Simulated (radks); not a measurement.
Spherical quantum dot in the effective-mass picture: electrons in a parabolic well V = omega^2 r^2 / 2 with omega = 0.176, with a point charge +1 (a donor) at the centre, all in effective atomic units (hartree* = m*/eps^2 hartree, bohr* = eps/m* bohr), one dielectric constant everywhere. Method: non-relativistic Kohn-Sham, PBE, spin-polarised, spherical densities; computed with a radial shooting solver with Libxc functionals. Levels are named by radial order and angular momentum (1s, 1p, 1d, 2s, ...), and open shells are averaged over m. Results are scaled to m* = 0.298 and eps = 7.7, for which hartree* = 136.8 meV and bohr* = 1.367 nm.

N = 4, configuration 1s2 1p(up 2, down 0). This is the lowest configuration that the search found. Occupied levels:

level    occupation  eigenvalue (meV)  <r> (nm)
1s up             1            98.747     2.960
1s down           1            100.92     2.640
1p up             2            127.90     5.492

Energy (meV): total 157.803, kinetic 130.85, external -187.95, Hartree 332.37, exchange-correlation -117.47.
